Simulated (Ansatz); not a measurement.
Reactions of `C[O][Y]([OH])[OH]`.

Program: Ansatz. Geometries: PBE0-D4/def2-TZVP. ΔE: electronic, gas phase. CCSD(T)/CBS adds triple-zeta CCSD(T) − MP2 to the extrapolated MP2 energy (def2 sets, frozen cores). This one scheme is used for every species. Triplets are unrestricted, without spin–orbit coupling. def2 core potentials past Kr. For Y outer-core shells are correlated without core-valence functions, which leaves a few kJ/mol of doubt a bond. Each species was taken in one conformer, which may not be the lowest.

**Question.** Order these by ΔE at CCSD(T)/CBS, lowest first. (Best estimate.)
A. `C[O][Y]([OH])[OH]` → `[CH2]` (triplet) + `[OH][Y]([OH])[OH]`
B. `C[O][Y]([OH])[OH]` + H₂O → `[OH][Y]([OH])[OH]` + CH₃OH
C. `C[O][Y]([OH])[OH]` + CH₄ → `[CH3][Y]([OH])[OH]` + CH₃OH
D. `C[O][Y]([OH])[OH]` + `CNC` → `C[N](C)[Y]([OH])[OH]` + CH₃OH
E. `C[O][Y]([OH])[OH]` + `S=CS` → `CSC=S` + `[OH][Y]([OH])[OH]`
F. `C[O][Y]([OH])[OH]` + `CN[SiH](O)O` → `CN(C)[SiH](O)O` + `[OH][Y]([OH])[OH]`
G. `C[O][Y]([OH])[OH]` + HCl → `[OH][Y]([OH])[Cl]` + CH₃OH
H. `C[O][Y]([OH])[OH]` + `[CH3][Al]([OH])[OH]` → `[CH3][Y]([OH])[OH]` + `C[O][Al]([OH])[OH]`

**Answer.** G (-15.2 kcal/mol), E (-12.6 kcal/mol), F (-6.5 kcal/mol), B (+1.2 kcal/mol), H (+17.2 kcal/mol), D (+19.5 kcal/mol), C (+48.8 kcal/mol), A (+90.8 kcal/mol).

Largest T1 diagnostic: 0.018, for `S=CS`.
